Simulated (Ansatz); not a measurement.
Isomers of CH$_{3}$ClO$_{2}$Si, relaxed with PBE0-D4/def2-TZVP in Ansatz; electronic energies, one conformer each and not always the lowest. Functionals use def2-TZVPP; CBS adds triple-zeta CCSD(T) − MP2 to the MP2 limit of def2-TZVPP and def2-QZVPP.

(1) Order them by energy at frozen-core CCSD(T)/CBS, lowest first. (An estimate is asked.)
A. `ClC1O[SiH2]O1`
B. `O[Si@@H]1O[C@@H]1Cl`
C. `O[Si]1(Cl)CO1`

(2) How do B2PLYP, PBE-D4, HF/CBS(def2), MP2/CBS(def2) place them (kcal/mol, against `O[Si]1(Cl)CO1`)? (Estimate.)

Answers

(1) C (0.0 kcal/mol), A (31.3 kcal/mol), B (34.6 kcal/mol).

(2) Computed: 
```
               isomer  B2PLYP  PBE-D4  HF/CBS(def2)  MP2/CBS(def2)
`O[Si@@H]1O[C@@H]1Cl`    34.2    31.6          36.7           35.4
      `ClC1O[SiH2]O1`    30.7    29.9          26.6           33.2
```
